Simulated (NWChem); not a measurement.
The numbers come from NWChem runs, not from measurements. System: H6AlOP, charge 0, spin multiplicity 1, at a geometry optimised with PBE/def2-SVP. The structure started from a generated list of species. Level: G0W0@PBE0/def2-TZVP, RI basis def2-tzvp-rifit.

The NWChem input:

```
start mol
memory heap 200 mb stack 700 mb global 1700 mb
geometry units angstroms nocenter noautoz noautosym
  Al    -0.633321    -0.082608     0.925323
  H      0.298493    -0.895852     1.959969
  H     -1.946783    -0.732729     0.268544
  O     -0.641137     1.658992     0.956552
  H     -0.026456     2.141952     1.530621
  P      0.779908    -0.672055    -1.203190
  H      2.180101    -0.413014    -1.362797
  H      0.352392    -0.160165    -2.469086
  H      0.805891    -2.057395    -1.561017
end
basis spherical
  * library def2-tzvp
end
basis "ri basis" bse spherical
  * library def2-tzvp-rifit
end
dft
  xc pbe0
  iterations 100
  direct
  tolerances tight
end
task dft energy
gw
  states alpha occ 4 vir 2
end
task dft gw
```

NWChem printed:

```
             Northwest Computational Chemistry Package (NWChem) 7.3.0
             --------------------------------------------------------

                                NWChem Input Module
                                -------------------

 Scaling coordinates for geometry "geometry" by  1.889725989
 (inverse scale =  0.529177249)

                             Geometry "geometry" -> ""
                             -------------------------

 Output coordinates in angstroms (scale by  1.889725989 to convert to a.u.)

  No.       Tag          Charge          X              Y              Z
 ---- ---------------- ---------- -------------- -------------- --------------
    1 Al                  13.0000    -0.63332100    -0.08260800     0.92532300
    2 H                    1.0000     0.29849300    -0.89585200     1.95996900
    3 H                    1.0000    -1.94678300    -0.73272900     0.26854400
    4 O                    8.0000    -0.64113700     1.65899200     0.95655200
    5 H                    1.0000    -0.02645600     2.14195200     1.53062100
    6 P                   15.0000     0.77990800    -0.67205500    -1.20319000
    7 H                    1.0000     2.18010100    -0.41301400    -1.36279700
    8 H                    1.0000     0.35239200    -0.16016500    -2.46908600
    9 H                    1.0000     0.80589100    -2.05739500    -1.56101700

 Effective nuclear repulsion energy (a.u.)     142.7650733401

            Nuclear Dipole moment (a.u.)
            ----------------------------
        X                 Y               Z
 ---------------- ---------------- ----------------
    -0.0000207870     0.0000075589    -0.0000018897


 Summary of "ao basis" -> "" (spherical)
 ------------------------------------------------------------------------------
       Tag                 Description            Shells   Functions and Types
 ---------------- ------------------------------  ------  ---------------------
 *                         def2-tzvp                  on all atoms

 new library libraries.bse/

 Summary of "ri basis" -> "" (spherical)
 ------------------------------------------------------------------------------
       Tag                 Description            Shells   Functions and Types
 ---------------- ------------------------------  ------  ---------------------
 *                      def2-tzvp-rifit               on all atoms

                                 NWChem DFT Module
                                 -----------------

 Summary of "ao basis" -> "ao basis" (spherical)
 ------------------------------------------------------------------------------
       Tag                 Description            Shells   Functions and Types
 ---------------- ------------------------------  ------  ---------------------
 Al                        def2-tzvp                13       37   5s5p2d1f
 H                         def2-tzvp                 4        6   3s1p
 O                         def2-tzvp                11       31   5s3p2d1f
 P                         def2-tzvp                13       37   5s5p2d1f

 Summary of "ao basis" -> "ao basis" (spherical)
 ------------------------------------------------------------------------------
       Tag                 Description            Shells   Functions and Types
 ---------------- ------------------------------  ------  ---------------------
 Al                        def2-tzvp                13       37   5s5p2d1f
 H                         def2-tzvp                 4        6   3s1p
[...]
    39      0.219414  2 H  s                 45     -0.210393  3 H  s
    15      0.204292  1 Al px                40      0.195581  2 H  s
    46     -0.180221  3 H  s                 17      0.154505  1 Al pz
    55     -0.135871  4 O  px                38      0.131656  2 H  s
    44     -0.128090  3 H  s                 58     -0.112622  4 O  px

 Vector   22  Occ=0.000000D+00  E=-1.728313D-02
              MO Center=  4.6D-01, -4.4D-01, -6.4D-01, r^2= 5.1D+00
   Bfn.  Coefficient  Atom+Function         Bfn.  Coefficient  Atom+Function
  ----- ------------  ---------------      ----- ------------  ---------------
   138      0.836174  9 H  s                105      0.806732  6 P  py
   132     -0.426705  8 H  s                126     -0.416593  7 H  s
    19      0.275802  1 Al py                54     -0.258803  4 O  s
   102      0.240824  6 P  py                20      0.228418  1 Al pz
   137      0.182251  9 H  s                104      0.150623  6 P  px

 Vector   23  Occ=0.000000D+00  E=-8.174780D-03
              MO Center=  7.3D-01, -6.4D-01, -1.1D+00, r^2= 3.7D+00
   Bfn.  Coefficient  Atom+Function         Bfn.  Coefficient  Atom+Function
  ----- ------------  ---------------      ----- ------------  ---------------
   126     -0.882675  7 H  s                132      0.861555  8 H  s
   104      0.854709  6 P  px               106      0.510794  6 P  pz
   101      0.256455  6 P  px               125     -0.175329  7 H  s
   131      0.172926  8 H  s                103      0.151800  6 P  pz
    98      0.119055  6 P  px               105     -0.116242  6 P  py

 Vector   24  Occ=0.000000D+00  E= 6.508359D-03
              MO Center=  6.4D-01, -6.3D-01, -9.2D-01, r^2= 7.3D+00
   Bfn.  Coefficient  Atom+Function         Bfn.  Coefficient  Atom+Function
  ----- ------------  ---------------      ----- ------------  ---------------
    91      1.679221  6 P  s                138     -0.764408  9 H  s
   126     -0.653333  7 H  s                132     -0.652410  8 H  s
    20      0.469081  1 Al pz                18     -0.392501  1 Al px
     5     -0.321385  1 Al s                 90      0.286891  6 P  s
    89     -0.229250  6 P  s                 54      0.183150  4 O  s

 center of mass
 --------------
 x =  -0.03565958 y =   0.03204844 z =   0.03195485

 moments of inertia (a.u.)
 ------------------
         599.729925952215         119.039974540991         213.470861656910
         119.039974540991         517.874236959219        -192.414916102237
         213.470861656910        -192.414916102237         408.167686102681

     Multipole analysis of the density
     ---------------------------------

     L   x y z        total         alpha         beta         nuclear
     -   - - -        -----         -----         ----         -------
     0   0 0 0      0.000000    -21.000000    -21.000000     42.000000

     1   1 0 0      1.211933      0.605977      0.605977     -0.000021
     1   0 1 0     -0.346123     -0.173065     -0.173065      0.000008
     1   0 0 1     -0.929518     -0.464758     -0.464758     -0.000002

     2   2 0 0    -27.105869    -61.820841    -61.820841     96.535813
     2   1 1 0      1.154843     31.295033     31.295033    -61.435224
     2   1 0 1     -1.166734     55.978076     55.978076   -113.122885
     2   0 2 0    -26.423090    -83.272481    -83.272481    140.121872
     2   0 1 1      3.006987    -50.860067    -50.860067    104.727122
     2   0 0 2    -23.447966   -113.164692   -113.164692    202.881418

 Task  times  cpu:       26.5s     wall:       26.5s

                                NWChem Input Module
                                -------------------

                                 NWChem GW Module
                                 ----------------

                             ***********************
                             ***        GW       ***
                             ***********************

 Summary of "ri basis" -> "ri basis" (spherical)
 ------------------------------------------------------------------------------
       Tag                 Description            Shells   Functions and Types
 ---------------- ------------------------------  ------  ---------------------
 Al                     def2-tzvp-rifit             29      113   9s7p6d5f2g
 H                      def2-tzvp-rifit              7       15   4s2p1d
 O                      def2-tzvp-rifit             22       76   8s6p4d3f1g
 P                      def2-tzvp-rifit             29      113   9s7p6d5f2g

                 Memory Information
                 ------------------
          Available GA per process is          1699.8 MBs
          Available stack per process is        700.0 MBs
          Available heap per process is           0.0 MBs

          Peak memory in Initialization
              Peak GA per process is                 11.0 MBs
              Peak stack per process is               0.2 MBs
              Peak heap per process is               11.5 MBs
              Memory not in MA per process            0.0 MBs

          Peak memory in AFF Calculation
              Peak GA per process is                 65.6 MBs
              Peak stack per process is              48.4 MBs
              Peak heap per process is                0.0 MBs
              Memory not in MA per process           48.4 MBs

          Computing 2-center integrals
          Computing Inverse Cholesky factor
          Computing 3-center integrals
          Computing V_xc ...

          Computing Sigma_x
          Computing RPA polarizability
          Solving quasiparticle equations

                  Alpha Orbitals
          State     Energy (eV)     Error (eV)
          -----------------------------------
@GW        18        -11.426           0.005
@GW        19        -10.901           0.005
@GW        20        -10.092           0.005
@GW        21         -9.914           0.005
@GW        22          1.574           0.004
@GW        23          1.887           0.005

   Applying  -2.2274 eV scissor-shift to rest of particle states

   Applying   2.0446 eV scissor-shift to rest of hole states

     GW Timing Statistics
   ------------------------
   Init.   :          0.1s
     ERIs  :          2.2s
     Distr.:          0.0s
     Vxc   :          5.4s
   Sigma_x :          0.0s
   RPA     :          5.6s
   Wmn     :          0.1s
   Sigma_c :          0.1s
   GW total:         13.5s

 Task  times  cpu:       13.5s     wall:       13.5s

 Total times  cpu:       40.0s     wall:       40.0s
```
